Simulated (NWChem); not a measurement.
System: ZnCl$_{2}$; SMILES [Cl][Zn][Cl]

Results from NWChem. The geometry was optimised at PBE0/def2-SVP. Level PBE/def2-SVPD: energy and gradient; each run changes one setting, and changes count from the defaults (medium grid, exact Coulomb integrals, symmetry on).

Problem. Which setting moves the energy most, and by about how much (tight SCF thresholds and tolerances; Coulomb fitting, Weigend set; coarse grid; defaults; extra-fine grid)?

Solution. Coulomb fitting, Weigend set, by about 200 μHa.
| setting | size of the energy change (μHa) | largest change of a gradient component (μHa/bohr) |
|---|---|---|
| defaults | < 10 | < 30 |
| tight SCF thresholds and tolerances | < 10 | < 30 |
| coarse grid | < 10 | < 30 |
| Coulomb fitting, Weigend set | 200 | < 30 |
| extra-fine grid | < 10 | < 30 |
